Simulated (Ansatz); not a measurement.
Cartesian coordinates in Å:
```
F -0.2995 -0.2554 1.7269
C -0.2011 0.4026 0.4838
Si -1.8753 0.3030 -0.3995
Si 1.2484 -0.3588 -0.4641
S 3.0581 -0.1917 0.6499
H 0.0327 1.4554 0.6880
H -2.2073 -1.1132 -0.6955
H -1.7596 1.0646 -1.6714
H -2.9350 0.8993 0.4520
H 0.9214 -1.7747 -0.7681
H 1.4650 0.4024 -1.7198
H 2.5521 -0.8335 1.7179
```

Total charge 0; spin multiplicity 1.

Task: List the PBE0/def2-TZVPP orbital energies in eV (the Gaussian-basis code of Ansatz). (Estimate.)

Result: Computed: Occupied: -2422.46, -1803.27, -1802.76, -673.98, -280.16, -217.82, -161.65, -161.58, -161.47, -145.57, -145.13, -100.25, -100.21, -100.20, -99.79, -99.78, -99.78, -33.51, -20.76, -19.64, -15.40, -15.07, -14.14, -12.91, -12.55, -11.52, -10.32, -10.20, -9.98, -9.66, -9.30, -8.60, -7.51. Lowest empty: -0.31, 0.20, 0.44, 0.77, 1.19, 1.44, 1.66, 1.96.
